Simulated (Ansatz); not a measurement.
Ansatz results at the PBE0-D4/def2-TZVP geometry: HOMO energy (ωB97M-V/def2-TZVPP) -10.63 eV; HOMO–LUMO gap (PBE0/def2-TZVPP) 6.47 eV; ideal-gas entropy at 298 K and 1 bar (rigid rotor, harmonic PBE0-D4/def2-TZVP) 394 J/(mol·K).

Each molecule was computed in one conformer, which needn't be the lowest.

(1) Which molecule gave them?
A. `[CH3][Bi]([F])[Cl]`
B. `[CH3][Bi]([F])[F]`
C. `C[O][Bi]([Cl])[Cl]`
D. `[CH3][Bi]([CH3])[F]`

## Answers

(1) C. The others give `[CH3][Bi]([CH3])[F]`: -9.23, 6.12, 368; `[CH3][Bi]([F])[F]`: -9.99, 6.54, 348; `[CH3][Bi]([F])[Cl]`: -9.87, 6.29, 357.
